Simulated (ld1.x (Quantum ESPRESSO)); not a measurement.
**Ru (Z = 44), TM: configuration errors across variants**

| Item | Value |
| --- | --- |
| Element | Ru (Z = 44) |
| Generator | ld1.x (Quantum ESPRESSO) 7.5 |
| Type | norm-conserving Troullier–Martins (Kleinman–Bylander form) |
| Functional | LDA (PZ) |
| Relativity | fully relativistic |
| Frozen core | [Ar] 3d10 |
| Valence charge | 16 |
| Reference configuration | 4s2 4p6 4d8 5s0 5p0 |
| Partial waves | 4s (bound): rc 1.75 bohr; 4p (bound): rc 1.30 bohr; 4d (bound): rc 1.20 bohr |
| Local potential | the d channel |
| Core correction | a·sin(br)/r model core, default radius (core density twice the valence density) |

Open shells are filled in proportion to 2j + 1 (rel_dist='average').

All-electron excitation energies from the reference (eV): (1) 4s2 4p6 4d7 5s1 5p0 0.269; (2) 4s2 4p6 4d7 5s0 5p0 7.883; (3) 4s2 4p6 4d6 5s0 5p0 26.320; (4) 4s2 4p5 4d7 5s1 5p0 52.855; (5) 4s2 4p6 4d7.5 5s0.5 5p0 -0.013; (6) 4s2 4p6 4d5 5s0 5p0 57.166; (7) 4s1 4p6 4d7 5s1 5p0 83.030.

The default core radius of the base comes out at 0.66 bohr.

5 further variants failed, have other tests or another functional or relativity, and are left out.

Errors AE − PS in meV (a dash: test not solved or not reliable):

| change | (1) | (2) | (3) | (4) | (5) | (6) | (7) | bound ghosts |
| --- | --- | --- | --- | --- | --- | --- | --- | --- |
| base | +696 | +1.2 | +3.2 | +1252 | +318 | +12 | +1176 | not determined |
| all radii but the core radius scaled by about 1.13 (s 1.98, p 1.48, d 1.36 bohr) | +1173 | +0.7 | +1.8 | +2057 | +541 | +11 | +1993 | not determined |
| wave 4p (bound): rc 1.30 bohr becomes 4p (bound): rc 2.02 bohr | +696 | +1.2 | +4.0 | +1240 | +318 | +18 | +1200 | none |
| type ultrasoft; waves now 4s (bound): rcut 1.50, rcutus 1.75 bohr; 5s (bound): rcut 1.50, rcutus 1.75 bohr; 4p (bound): rc 1.30 bohr; 5p (bound): rc 1.30 bohr; 4d (bound): rcut 1.05, rcutus 1.20 bohr; 4d channel at 0.1 Ry: rcut 1.05, rcutus 1.20 bohr; local potential all-electron potential smoothed inside 1.50 bohr (lloc = -1); augmentation PSQ, radius 1.15 bohr | -2.9 | -1.1 | -15 | -49 | -0.6 | -73 | -125 | not determined |
| wave 4s (bound): rc 1.75 bohr becomes 4s (bound): rc 2.64 bohr | +1984 | +1.2 | +3.8 | +3347 | +929 | +15 | +3372 | not determined |
| core correction a·sin(br)/r model core inside 1.40 bohr | +704 | +1.1 | +3.5 | +1270 | +320 | +13 | +1191 | not determined |

(1) Give the same row for: wave 4d (bound): rc 1.20 bohr becomes 4d (bound): rc 1.34 bohr.

Results:

(1) +678, +0.7, +1.7, +1217, +310, +8.8, +1132; bound ghosts: not determined.
